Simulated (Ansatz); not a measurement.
`FC(F)CC(F)F` + HCl → `FC(F)Cl` + `CC(F)F`  (substitution at a C–C bond)

Gas-phase electronic energies from Ansatz, PBE0-D4/def2-TZVP geometries. CCSD(T)/CBS is the MP2 limit (def2-TZVPP, def2-QZVPP) plus CCSD(T) − MP2 in def2-TZVPP, frozen cores. This one scheme is used for every species. DFT in def2-TZVPP. Each species was taken in one conformer, which may not be the lowest.

**Question.** Is it downhill or uphill in electronic energy at CCSD(T)/CBS, and by how much? (Best estimate.)

**Answer.** Computed: Uphill: ΔE = +32.9 kJ/mol.

**Question.** What do these levels give: B97M-V, r2SCAN0-D4, BHLYP-D4, MP2/def2-SVP, CCSD(T)/def2-TZVPP, MP2/def2-QZVPP? (Best estimate.)

**Answer.** Computed: B97M-V 25.8, r2SCAN0-D4 27.6, BHLYP-D4 31.4, MP2/def2-SVP 39.0, CCSD(T)/def2-TZVPP 34.8, MP2/def2-QZVPP 31.1 kJ/mol.

Largest T1 diagnostic among the species: 0.012.

From PBE to PBE0 (25 % exact exchange), in def2-TZVPP and without D4, ΔE moves by +6.7 kJ/mol. The D4 term adds +3.5 kJ/mol with B3LYP and +2.2 kJ/mol with PBE0; it sums over pairs of atoms, weighted by their polarisabilities, and B3LYP, whose exchange is more repulsive, gets the larger term. At CCSD(T), def2-SVP lies +8.2 kJ/mol from the extrapolated value and def2-TZVPP +1.8 kJ/mol.

B3LYP here is the variant with VWN-RPA as its local correlation; programs differ in this.
